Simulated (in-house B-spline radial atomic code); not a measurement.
# Al: [Ne] 3s1 3p1 6d1 (an excited or competing configuration)

Method: Dirac-Hartree-Fock, average of configuration, Fermi nucleus of rms radius 3.061 fm. Calculated with a B-spline radial code for spherical atoms.

Effective charges: Z_r = [3n² - l(l+1)]/(2<r>) from the radius, Z_e = n√(-2ε) from the energy, and Slater's rules. Values are occupation-weighted means over j.

```csv
shell,electrons,ε (eV),<r> (bohr),Z_r,Z_e,Slater
1s,2,-1604.7,0.1199,12.51,10.86,12.70
2s,2,-143.08,0.6187,9.70,6.49,8.85
2p,6,-96.634,0.599,8.35,5.33,8.85
3s,1,-18.93,2.368,5.70,3.54,3.85
3p,1,-12.203,2.908,4.30,2.84,3.85
6d,1,-0.39683,48.26,1.06,1.02,1.00
```

The least bound orbital is 6d3/2 at -0.3968 eV, and it is also the most diffuse (<r> = 48.26 bohr).

Spin-orbit splittings of the orbital energies (j = l + 1/2 above j = l - 1/2 when positive): 2p 0.4728 eV, 3p 0.02166 eV, 6d -9.213e-06 eV.

For the 1s electron the small component carries 0.212 % of the norm, the zero-frequency Breit interaction raises the level by 0.8824 eV, self-energy by 0.3684 eV, and vacuum polarisation lowers it by 0.02211 eV.
